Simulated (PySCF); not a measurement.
[AuCl4]- (charge -1 and singlet state).
Cartesian coordinates in Å at the PBE0-D3(BJ)/def2-SVP level; atoms count from 1:
```xyz
5
AuCl4 angstrom
Au     0.0000    0.0000    0.0013
Cl     2.3196   -0.0256    0.0038
Cl     0.0258    2.3196    0.0097
Cl    -2.3196    0.0256   -0.0043
Cl    -0.0258   -2.3196   -0.0105
```

Method: PBE0-D3(BJ)/def2-SVP geometry optimisation, gas phase, def2 core potentials past Kr (PySCF 2.14.0).

Take the most abundant isotopes and a rigid rotor. 

Question: What are A, B and C (MHz)?

Answer: Ia = 376.33, Ib = 376.40, Ic = 752.72 u·Å²; 505379 MHz·u·Å²/I gives A = 1343, B = 1343, C = 671.4 MHz.

Question: Classify the top.

Answer: An oblate symmetric top, as the point group D4h requires two equal moments; Ray's κ = 0.999.

Question: Is it planar, by Δ = Ic − Ia − Ib?

Answer: Planar: Δ = Ic − Ia − Ib = 0.00 u·Å². For a rigid frame Δ = −2 Σ m c², so it vanishes when all atoms lie in the ab plane; here none is more than 0.01 Å from it.

The point group D4h allows no dipole (computed: 0.00 D (about the centre of mass, as the species is charged)), so a rigid rotor has no electric-dipole lines.

Whether it is a minimum is left open (no frequencies). Constants of a rigid frame at the computed geometry: no zero-point averaging, no centrifugal distortion.

The run took 32 s on Arm Neoverse V1, one thread, shared host with 32 logical CPUs at a one-minute load of 22, and the process peaked at 0.40 GiB of memory. That covers the optimisation of the geometry.
